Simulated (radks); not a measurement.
Cr VI, 19 electrons, occupied as [Ar] 3d1. All-electron calculation, non-relativistic Kohn-Sham, PBE, spin-polarised, spherical densities, point nucleus; open shells are filled with parallel spins first. Program: a radial shooting solver on a logarithmic mesh with Libxc functionals.

Normalised radial functions P(r) = r R(r), r in bohr:

| r | 2p up | 3s up | 3d down |
|---|---|---|---|
| 0.005348 | 0.0112 | 0.1268 | 0.0000 |
| 0.006798 | 0.0179 | 0.1554 | 0.0000 |
| 0.008573 | 0.0278 | 0.1875 | 0.0001 |
| 0.01081 | 0.0431 | 0.2233 | 0.0002 |
| 0.01374 | 0.0672 | 0.2630 | 0.0003 |
| 0.01733 | 0.1025 | 0.3015 | 0.0006 |
| 0.02186 | 0.1545 | 0.3357 | 0.0011 |
| 0.02779 | 0.2330 | 0.3597 | 0.0023 |
| 0.03505 | 0.3407 | 0.3626 | 0.0043 |
| 0.0442 | 0.4879 | 0.3339 | 0.0080 |
| 0.05618 | 0.6883 | 0.2582 | 0.0151 |
| 0.07085 | 0.9291 | 0.1313 | 0.0273 |
| 0.08936 | 1.2056 | -0.0490 | 0.0481 |
| 0.1136 | 1.5003 | -0.2737 | 0.0840 |
| 0.1433 | 1.7455 | -0.4863 | 0.1392 |
| 0.1807 | 1.8894 | -0.6284 | 0.2217 |
| 0.2297 | 1.8688 | -0.6196 | 0.3414 |
| 0.2896 | 1.6577 | -0.4025 | 0.4903 |
| 0.3653 | 1.2900 | 0.0136 | 0.6617 |
| 0.4643 | 0.8416 | 0.5500 | 0.8370 |
| 0.5856 | 0.4580 | 0.9978 | 0.9694 |
| 0.7385 | 0.1968 | 1.2059 | 1.0221 |
| 0.9388 | 0.0603 | 1.1008 | 0.9598 |
| 1.184 | 0.0133 | 0.7815 | 0.7921 |
| 1.493 | 0.0019 | 0.4262 | 0.5625 |
| 1.898 | 0.0001 | 0.1663 | 0.3261 |
| 2.394 | 0.0000 | 0.0464 | 0.1510 |
| 3.019 | 0.0000 | 0.0082 | 0.0513 |

2p up: eigenvalue -647.99 eV, 0 radial nodes, <r> = 0.261 bohr, 90 % of the charge inside 0.428 bohr. 3s up: eigenvalue -154.09 eV, 2 radial nodes at r = 0.0844, 0.363 bohr, <r> = 0.867 bohr, 90 % of the charge inside 1.28 bohr. 3d down (empty): eigenvalue -78.705 eV, 0 radial nodes, <r> = 0.954 bohr, 90 % of the charge inside 1.54 bohr.
